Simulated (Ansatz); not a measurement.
C4H8O2Si, SMILES `C=C[Si](O)(O)C=C`, relaxed with RKS PBE0-D4/def2-TZVP in Ansatz from a PBE-D4/def2-SVP geometry. The force threshold is 0.005 eV/Å; the program also tests the step.

Total charge 0; spin multiplicity 1.

Start:

```xyz
15

C    -0.413    1.577    2.085
C    -0.905    0.719    1.169
Si   -0.002    0.321   -0.420
O     1.187    1.481   -0.703
O    -1.201    0.283   -1.603
C     0.912   -1.311   -0.397
C     0.418   -2.424   -0.976
H     0.549    2.096    1.924
H    -0.935    1.801    3.032
H    -1.868    0.216    1.378
H     0.850    2.394   -0.684
H    -0.870    0.025   -2.482
H     1.883   -1.374    0.129
H    -0.552   -2.411   -1.504
H     0.946   -3.393   -0.949
```

(1) By how much does the energy fall, and how many steps does the optimiser take? (Estimate.)

(2) Which bonds change most? (Best estimate.)

(3) Give the relaxed structure. (Estimate.)

## Answers

(1) Computed: 0.12 eV, in 7 steps.

(2) The calculation gave: Si3–O5 from 1.685 to 1.646 Å; Si3–O4 from 1.685 to 1.646 Å; C6–C7 from 1.349 to 1.331 Å; C1–C2 from 1.349 to 1.331 Å.

(3) Computed: 
```xyz
15

C    -0.409    1.528    2.075
C    -0.900    0.717    1.141
Si   -0.003    0.332   -0.434
O     1.163    1.458   -0.721
O    -1.179    0.305   -1.586
C     0.906   -1.283   -0.401
C     0.416   -2.401   -0.931
H     0.551    2.022    1.953
H    -0.936    1.733    3.003
H    -1.863    0.243    1.324
H     0.881    2.375   -0.723
H    -0.903    0.067   -2.473
H     1.875   -1.328    0.094
H    -0.550   -2.420   -1.429
H     0.950   -3.347   -0.891
```
